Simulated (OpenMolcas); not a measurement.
# TeH⁺ at 1.679 Å: OpenMolcas input and output

Input (each module block was a call of its own in one work directory; start orbitals came from a preliminary run):

```
&GATEWAY
Coord
2
angstrom
Te 0.0 0.0 0.0
H 0.0 0.0 1.6790
Basis=ANO-RCC-VTZP
Group=XY
RX2C
AMFI
ANGMom
0.0 0.0 0.0
RICD
&SEWARD
&GUESSORB
&RASSCF
FileOrb=$CurrDir/o31.orb
Symmetry=1
Spin=3
nActEl=4 0 0
Inactive=14 10
RAS2=2 2
CIRoot=1 1 1
Linear
Iterations=120 100
OrbListing=Nothing
PRWF=0.15
>>COPY $Project.RasOrb $CurrDir/o31.orb
>>COPY $Project.rasscf.h5 $CurrDir/r31.h5
&CASPT2
XMultistate=all
Imaginary=0.2
IPEA=0.25
MaxIter=40
>>COPY $Project.JobMix JOB001
&RASSCF
FileOrb=$CurrDir/o11.orb
Symmetry=1
Spin=1
nActEl=4 0 0
Inactive=14 10
RAS2=2 2
CIRoot=3 3 1
Linear
Iterations=120 100
OrbListing=Nothing
PRWF=0.15
>>COPY $Project.RasOrb $CurrDir/o11.orb
>>COPY $Project.rasscf.h5 $CurrDir/r11.h5
&CASPT2
XMultistate=all
Imaginary=0.2
IPEA=0.25
MaxIter=40
>>COPY $Project.JobMix JOB002
&RASSCF
FileOrb=$CurrDir/o32.orb
Symmetry=2
Spin=3
nActEl=4 0 0
Inactive=14 10
RAS2=2 2
CIRoot=2 2 1
Linear
Iterations=120 100
OrbListing=Nothing
PRWF=0.15
>>COPY $Project.RasOrb $CurrDir/o32.orb
>>COPY $Project.rasscf.h5 $CurrDir/r32.h5
&CASPT2
XMultistate=all
Imaginary=0.2
IPEA=0.25
MaxIter=40
>>COPY $Project.JobMix JOB003
```

```bash
pymolcas m.inp
```

RASSCF and CASPT2 output of these blocks, in excerpt:

```
++    Wave function specifications:
      Number of closed shell electrons          48
      Number of electrons in active shells       4
      Number of inactive orbitals               24
      Number of active orbitals                  4
      Number of secondary orbitals              54
      Spin quantum number                      1.0
      State symmetry                             1
++    Orbital specifications:
      Symmetry species                           1   2
                                                 a   b
      Frozen orbitals                            0   0
      Inactive orbitals                         14  10
      Active orbitals                            2   2
      RAS2 orbitals                              2   2
      Secondary orbitals                        28  26
      Number of basis functions                 44  38
      printout of CI-coefficients larger than  0.15 for root  1
      energy=   -6791.143968
      conf/sym  11 22     Coeff  Weight
             3  02 uu   0.98852 0.97717
      Natural orbitals and occupation numbers for root  1
      sym 1:   0.040778   1.959222
      sym 2:   1.000000   1.000000
      RASSCF energy for state  1                  -6791.14396848
::    RASSCF root number  1 Total energy:  -6791.14396848
      Von Neumann Entropy (Root   1) =  1.14362
++    Wave function specifications:
      Number of closed shell electrons          12
      Number of electrons in active shells       4
      Number of inactive orbitals                6
      Number of active orbitals                  4
      Number of secondary orbitals              54
      Spin quantum number                      1.0
      State symmetry                             1
      Number of CSFs                             7
      Number of CASSCF root(s) available         1
      CASPT2 state passed to geometry opt.       1
      A file JOBMIX will be created
      This is a CASSCF or RASSCF reference function
  FINAL CASPT2 RESULT:
      Reference energy:       -6791.1439684849
      E2 (Non-variational):      -0.5263152334
      Shift correction:          -0.0011265548
      E2 (Variational):          -0.5274417882
      Total energy:           -6791.6714102730
      Reference weight:           0.91186
++    Wave function specifications:
      Number of closed shell electrons          48
      Number of electrons in active shells       4
      Number of inactive orbitals               24
      Number of active orbitals                  4
      Number of secondary orbitals              54
      Spin quantum number                      0.0
      State symmetry                             1
      printout of CI-coefficients larger than  0.15 for root  1
      energy=   -6791.095769
      conf/sym  11 22     Coeff  Weight
             8  02 20  -0.22959 0.05271
             9  02 ud  -0.93602 0.87614
            10  02 02   0.22959 0.05271
      printout of CI-coefficients larger than  0.15 for root  2
      energy=   -6791.095769
      conf/sym  11 22     Coeff  Weight
             8  02 20  -0.66187 0.43807
             9  02 ud   0.32469 0.10542
            10  02 02   0.66187 0.43807
      printout of CI-coefficients larger than  0.15 for root  3
      energy=   -6791.051726
      conf/sym  11 22     Coeff  Weight
             8  02 20   0.70004 0.49006
            10  02 02   0.70004 0.49006
      Natural orbitals and occupation numbers for root  1
      sym 1:   0.036884   1.963116
      sym 2:   1.000000   1.000000
      Natural orbitals and occupation numbers for root  2
      sym 1:   0.036884   1.963116
      sym 2:   1.000000   1.000000
      Natural orbitals and occupation numbers for root  3
      sym 1:   0.037086   1.961356
      sym 2:   1.000779   1.000779
      RASSCF energy for state  3                  -6791.05172580
::    RASSCF root number  1 Total energy:  -6791.09576912
::    RASSCF root number  2 Total energy:  -6791.09576912
::    RASSCF root number  3 Total energy:  -6791.05172580
      Von Neumann Entropy (Root   1) =  1.13260
++    Wave function specifications:
      Number of closed shell electrons          12
      Number of electrons in active shells       4
      Number of inactive orbitals                6
      Number of active orbitals                  4
      Number of secondary orbitals              54
      Spin quantum number                      0.0
      State symmetry                             1
      Number of CSFs                            12
      Number of CASSCF root(s) available         3
      CASPT2 state passed to geometry opt.       3
      A file JOBMIX will be created
      This is a MULTI-STATE CASSCF reference
      Number of CI roots used                    3
      These are:                                 1   2   3
      Off-diagonal elements of Heff are computed
  FINAL CASPT2 RESULT:
      Reference energy:       -6791.0957691243
      E2 (Non-variational):      -0.5376659156
      Shift correction:          -0.0014376674
      E2 (Variational):          -0.5391035830
      Total energy:           -6791.6348727074
      Reference weight:           0.90453
  FINAL CASPT2 RESULT:
      Reference energy:       -6791.0957691243
      E2 (Non-variational):      -0.5376663505
      Shift correction:          -0.0014376735
      E2 (Variational):          -0.5391040240
      Total energy:           -6791.6348731483
      Reference weight:           0.90453
  FINAL CASPT2 RESULT:
      Reference energy:       -6791.0517257959
      E2 (Non-variational):      -0.5428786336
      Shift correction:          -0.0014889185
      E2 (Variational):          -0.5443675521
      Total energy:           -6791.5960933480
      Reference weight:           0.90266
       Total XMS-CASPT2 energies:
::    XMS-CASPT2 Root  1     Total energy:  -6791.63487315
::    XMS-CASPT2 Root  2     Total energy:  -6791.63487271
::    XMS-CASPT2 Root  3     Total energy:  -6791.59609335
++    Wave function specifications:
      Number of closed shell electrons          48
      Number of electrons in active shells       4
      Number of inactive orbitals               24
      Number of active orbitals                  4
      Number of secondary orbitals              54
      Spin quantum number                      1.0
      State symmetry                             2
      printout of CI-coefficients larger than  0.15 for root  1
      energy=   -6790.985780
      conf/sym  11 22     Coeff  Weight
             7  0u 2u  -0.99403 0.98810
      printout of CI-coefficients larger than  0.15 for root  2
      energy=   -6790.985780
      conf/sym  11 22     Coeff  Weight
             8  0u u2   0.99403 0.98810
      Natural orbitals and occupation numbers for root  1
      sym 1:   0.015537   1.006283
      sym 2:   1.978180   1.000000
      Natural orbitals and occupation numbers for root  2
      sym 1:   0.015537   1.006283
      sym 2:   1.000000   1.978180
      RASSCF energy for state  2                  -6790.98578010
::    RASSCF root number  1 Total energy:  -6790.98578010
::    RASSCF root number  2 Total energy:  -6790.98578010
      Von Neumann Entropy (Root   1) =  1.06869
++    Wave function specifications:
      Number of closed shell electrons          12
      Number of electrons in active shells       4
      Number of inactive orbitals                6
      Number of active orbitals                  4
      Number of secondary orbitals              54
      Spin quantum number                      1.0
      State symmetry                             2
      Number of CSFs                             8
      Number of CASSCF root(s) available         2
      CASPT2 state passed to geometry opt.       2
      A file JOBMIX will be created
      This is a MULTI-STATE CASSCF reference
      Number of CI roots used                    2
      These are:                                 1   2
      Off-diagonal elements of Heff are computed
  FINAL CASPT2 RESULT:
      Reference energy:       -6790.9857800958
      E2 (Non-variational):      -0.5463035273
      Shift correction:          -0.0017134227
      E2 (Variational):          -0.5480169500
      Total energy:           -6791.5337970458
      Reference weight:           0.89896
  FINAL CASPT2 RESULT:
      Reference energy:       -6790.9857800957
      E2 (Non-variational):      -0.5463035260
      Shift correction:          -0.0017134226
      E2 (Variational):          -0.5480169487
      Total energy:           -6791.5337970444
      Reference weight:           0.89896
       Total XMS-CASPT2 energies:
::    XMS-CASPT2 Root  1     Total energy:  -6791.53379705
::    XMS-CASPT2 Root  2     Total energy:  -6791.53379704
++    Wave function specifications:
      Number of closed shell electrons          48
      Number of electrons in active shells       4
      Number of inactive orbitals               24
      Number of active orbitals                  4
      Number of secondary orbitals              54
      Spin quantum number                      0.0
      State symmetry                             2
      printout of CI-coefficients larger than  0.15 for root  1
      energy=   -6790.955558
      conf/sym  11 22     Coeff  Weight
             7  0u 2d  -0.99055 0.98118
      printout of CI-coefficients larger than  0.15 for root  2
      energy=   -6790.955558
      conf/sym  11 22     Coeff  Weight
             8  0u d2   0.99055 0.98118
      Natural orbitals and occupation numbers for root  1
      sym 1:   0.027188   1.009848
      sym 2:   1.962964   1.000000
      Natural orbitals and occupation numbers for root  2
      sym 1:   0.027188   1.009848
      sym 2:   1.000000   1.962964
      RASSCF energy for state  2                  -6790.95555845
::    RASSCF root number  1 Total energy:  -6790.95555845
::    RASSCF root number  2 Total energy:  -6790.95555845
      Von Neumann Entropy (Root   1) =  1.10855
++    Wave function specifications:
      Number of closed shell electrons          12
      Number of electrons in active shells       4
      Number of inactive orbitals                6
      Number of active orbitals                  4
      Number of secondary orbitals              54
      Spin quantum number                      0.0
      State symmetry                             2
      Number of CSFs                             8
      Number of CASSCF root(s) available         2
      CASPT2 state passed to geometry opt.       2
      A file JOBMIX will be created
      This is a MULTI-STATE CASSCF reference
      Number of CI roots used                    2
      These are:                                 1   2
      Off-diagonal elements of Heff are computed
  FINAL CASPT2 RESULT:
      Reference energy:       -6790.9555584453
      E2 (Non-variational):      -0.5484769320
      Shift correction:          -0.0018380371
      E2 (Variational):          -0.5503149692
      Total energy:           -6791.5058734145
      Reference weight:           0.89675
  FINAL CASPT2 RESULT:
      Reference energy:       -6790.9555584452
      E2 (Non-variational):      -0.5484769342
      Shift correction:          -0.0018380368
      E2 (Variational):          -0.5503149710
      Total energy:           -6791.5058734162
      Reference weight:           0.89675
       Total XMS-CASPT2 energies:
::    XMS-CASPT2 Root  1     Total energy:  -6791.50587342
::    XMS-CASPT2 Root  2     Total energy:  -6791.50587341
```

Only roots inside an energy window near the equilibrium distance were included, so the list of states is not complete; labels number the states computed. Each spin and symmetry block has orbitals of its own, averaged over its own roots, so gaps between blocks are less sure than gaps within one and near the minimum can be off by tenths of an eV, in bad cases by more. No Rydberg orbitals are active, so Rydberg states, and σ→σ* states whose orbital the CASSCF left unused, can be missing between those listed. No roots were computed in block 5b (none fell in the window or the block failed), so states of that kind are missing and can lie low or lowest.
